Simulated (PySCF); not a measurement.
trisilylphosphine (H₉PSi₃), SMILES [SiH3]P([SiH3])[SiH3]. Atoms are numbered in the order given.

```xyz
13

Si     0.1955     1.9498     0.2244
P      0.0000     0.0000    -0.9006
Si     1.5908    -1.1442     0.2244
Si    -1.7863    -0.8056     0.2244
H      1.4828     2.5908    -0.1780
H      0.1824     1.7722     1.7106
H     -0.9445     2.8299    -0.1707
H      2.9230    -0.5970    -0.1707
H      1.5023    -2.5796    -0.1780
H      1.4436    -1.0440     1.7106
H     -1.9785    -2.2329    -0.1707
H     -2.9851    -0.0112    -0.1780
H     -1.6260    -0.7282     1.7106
```

Coordinates come from a PBE0-D3(BJ)/def2-SVP optimisation.

Two levels are set side by side: PBE/pcSseg-1 (PySCF) and PBE0/pcSseg-1 (PySCF). GIAO shifts against PH3 (³¹P), TMS (²⁹Si), TMS (¹H) at the same level; non-relativistic, no solvent, atoms listed together averaged. Differences are taken from unrounded values.

```json
[
 {"quantity": "δ(²⁹Si) of Si1, Si3, Si4 (ppm)", "PBE": "-67.2"},
 {"quantity": "δ(³¹P) of P2 (ppm)", "PBE": "-80.4"}
]
```

These are the PBE values. What does PBE0 give? (The exact figures need the calculation; the answer reports its results.)


| quantity | PBE0 | PBE minus PBE0 |
|---|---|---|
| δ(²⁹Si) of Si1, Si3, Si4 (ppm) | -64.6 | -2.6 |
| δ(³¹P) of P2 (ppm) | -97.6 | 17.2 |

Rough cost on one machine, each run with all the roots and properties that it gave: PBE0 against PBE within a factor of 2.
